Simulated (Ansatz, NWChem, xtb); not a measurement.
# Ligand exchange: AgH + CHI3 → AgI + CH2I2

Gas-phase species: AgH, singlet; CHI3 (iodoform) `IC(I)I`, singlet; AgI, singlet; CH2I2 (diiodomethane) `ICI`, singlet. The partners trade H for I: Ag–H and C–I bonds give way to Ag–I and C–H.

Shapes, held fixed at every level: measured bond length; CHI3, CH2I2 from PBE0-D4/def2-TZVP. Programs: Ansatz 0.2.0, NWChem 7.3.0, xtb 6.7.1. A level may come from different programs for different species; with the same settings they agree closely. Electronic energies: no zero-point or thermal term.

| level | kind | ΔE (kJ/mol) |
| --- | --- | --- |
| GFN0-xTB | semi-empirical | -103.3 |
| HF/STO-3G | Hartree–Fock | -310.5 |
| HF/def2-SVP | Hartree–Fock | -328.0 |
| HF/3-21G | Hartree–Fock | -358.3 |
| PBE0/def2-SVP | global hybrid | -248.9 |
| MP2/def2-SVP | perturbation theory | -252.8 |

MP2/def2-SVP gives ΔE = -252.8 kJ/mol; the levels span -358.3 to -103.3. GFN0-xTB strays far from the other rows. The median of the levels is -281.7. No measured value is set beside it here. For atoms past krypton def2 sets carry core potentials with scalar relativity. All-electron rows are non-relativistic unless named. Outer-core shells of Ag, I are correlated, in sets that cover them unevenly. MP2/def2-SVP lies outside the range of the other correlated levels here, so it shouldn't be taken on trust. Rows in sets without polarisation functions are far from converged.
